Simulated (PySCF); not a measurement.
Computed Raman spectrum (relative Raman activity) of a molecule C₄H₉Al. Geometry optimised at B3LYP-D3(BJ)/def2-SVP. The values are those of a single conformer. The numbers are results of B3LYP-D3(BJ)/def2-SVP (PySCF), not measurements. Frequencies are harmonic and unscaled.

Lines under 2 % of the strongest are left out, and lines within 2 cm⁻¹ are merged.

ν (cm⁻¹): 359 (vw), 523 (w), 561 (w), 584 (w), 999 (vw), 1007 (vw), 1272 (w), 1419 (w), 1432 (w), 1475 (w), 1485 (w), 1638 (w), 1909 (s), 3002 (m), 3010 (s), 3053 (s), 3078 (s), 3087 (m), 3092 (m), 3103 (vs), 3172 (m) (against the strongest line: vs over 80 %, s over 45 %, m over 15 %, w over 4 %, vw less)

**Question.** Which structure fits?
(A) C=[CH][AlH][CH2]C
(B) C=[CH][Al]([CH3])[CH3]
(C) C=C[CH2][AlH][CH3]

**Answer.** A, C=[CH][AlH][CH2]C
